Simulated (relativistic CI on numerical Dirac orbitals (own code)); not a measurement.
A reference radial Dirac CI calculation of Zr I gave the lowest total energy -3593.67146 Ha in 24 SCF steps, from this input:

```
atom Zr  Z=40  charge=0  electrons=40
nucleus A=90  rms_radius_fm=4.2694
hamiltonian dirac-coulomb  breit=on  qed=on  c_scale=1
orbitals kli  potential=per-configuration
slater_scale 1
correlation none
mixing on
grid step=0.0125 r_max=201.2
scf mixing=0.4 start=green max_iterations=150 tolerance=2e-08 node_fill=0.05
configurations
  [Kr] 4d2 5s2
  [Kr] 4d3 5s
end
```

One setting was then changed (and the iteration limit cut to 90), and the output read:

```
SCF 1: [Kr] 4d2 5s2
 iter      energy (Ha)   residual   last orbital (Ha)
      1s not found; potential halved back
error: SCF of 1s2 2s2 2p6 3s2 3p6 3d10 4s2 4p6 4d2 5s2 stopped: an orbital could not be found
end: not converged
```

**Question.** Which setting was changed?
A. start potential
B. grid step
C. speed of light
D. end of the grid

**Answer.** C. The speed of light × 0.05. This setting is bad on purpose; its numbers may not be properties of the ion.
